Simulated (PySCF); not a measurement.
Species: C4H11NSi2.
SMILES: `C=C/C=C\N([SiH3])[SiH3]`

A linear-response calculation (PySCF, def2-SVPD basis, gas phase, vertical, core orbitals frozen in the response) gave these numbers; the functional is withheld.

Orbital energies (eV): HOMO-3 -10.89, HOMO-2 -10.62, HOMO-1 -9.43, HOMO -7.28, LUMO 0.16, LUMO+1 0.97, LUMO+2 1.16.

```csv
state,E (eV),f,"main configurations (H = HOMO, L = LUMO)"
S1,4.90,0.531,H→L (95%)
S2,5.51,0.0054,H→L+1 (92%)
S3,6.12,0.030,"H→L+2 (74%), H→L+3 (8%)"
S4,6.31,0.0047,"H→L+4 (44%), H→L+5 (26%), H→L+6 (15%)"
S5,6.42,0.014,"H→L+3 (37%), H→L+4 (28%), H→L+5 (14%)"
S6,6.63,0.034,"H→L+6 (56%), H→L+3 (14%), H→L+4 (9%)"
```

Triplets, Tamm–Dancoff:

| state | E (eV) | λ (nm) | main configurations (H = HOMO, L = LUMO) |
| --- | --- | --- | --- |
| T1 | 2.90 | 428.0 | H→L (88%) |
| T2 | 4.82 | 257.5 | H-1→L (28%), H-2→L (16%), H→L+8 (14%) |
| T3 | 5.36 | 231.5 | H→L+1 (85%) |
| T4 | 5.93 | 209.2 | H→L+2 (54%), H-1→L (13%) |

Vertical ionisation energy by ΔSCF with the same functional: 7.83 eV. Mean static polarisability: 119.1 au.

Question: Name the functional.
A. HF
B. B3LYP
C. PBE
D. CAM-B3LYP

Answer: D. CAM-B3LYP is range-separated, 19% exact exchange at short range and 65% at long range (ω = 0.33 bohr⁻¹). In this run −ε(HOMO) = 7.28 eV differs from the ΔSCF value by -0.56 eV, and S1 differs from the orbital gap of 7.44 eV by -2.53 eV. The ratio −ε(HOMO)/IP is 0.93. Usual ranges for neutral molecules in this basis: 0.85 to 0.93 with CAM-B3LYP, 0.5 to 0.7 with PBE, 0.67 to 0.83 with B3LYP; Hartree–Fock can't fall below 1, since the ion's relaxation only lowers the ΔSCF value.

Method: PySCF, TDDFT CAM-B3LYP/def2-SVPD, vertical, gas phase, core orbitals frozen in the response. The structure is a single PBE0-D3(BJ)/def2-SVP conformer in the gas phase; no vibrational or solvent corrections.

On an Arm Neoverse V1 with one thread, on a shared host, this took 98 s of wall time.

Shape of the structure used: `[CH2:1]=[CH:2]/[CH:3]=[CH:4]\[N:5]([SiH3:6])[SiH3:7]`: C1–C2–C3–C4 175°, C3–C4–N5–Si6 144°.
